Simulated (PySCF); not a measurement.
C2H6N, SMILES CC[NH], multiplicity 2. Coordinates come from a B3LYP-D3(BJ)/def2-TZVP optimisation. The isomer is the one that the SMILES or the coordinates give; other isomers of the formula were not compared. One conformer was computed; it need not be the lowest.

Give the equilibrium geometry at B3LYP-D3(BJ)/def2-TZVP (PySCF confirms it by a frequency run) as bond lengths and angles, and its point group. (An estimate is asked for; the answer gives what the named calculation found.)

Several could match; the one computed here: point group Cs.
Atoms: C1 C2 N3 H4 H5 H6 H7 H8 H9. Bonded distances (Å): C1–C2 1.521, C1–H4 1.092, C1–H5 1.091, C1–H6 1.091, C2–N3 1.437, C2–H7 1.103, C2–H8 1.103, N3–H9 1.026. Bond angles (°): C2–C1–H4 111.0, C2–C1–H5 110.4, C2–C1–H6 110.4, H4–C1–H5 108.5, H4–C1–H6 108.5, H5–C1–H6 107.9, C1–C2–N3 112.1, C1–C2–H7 110.4, C1–C2–H8 110.4, N3–C2–H7 109.6, N3–C2–H8 109.6, H7–C2–H8 104.5, C2–N3–H9 107.3.
Charge 0, spin multiplicity 2.
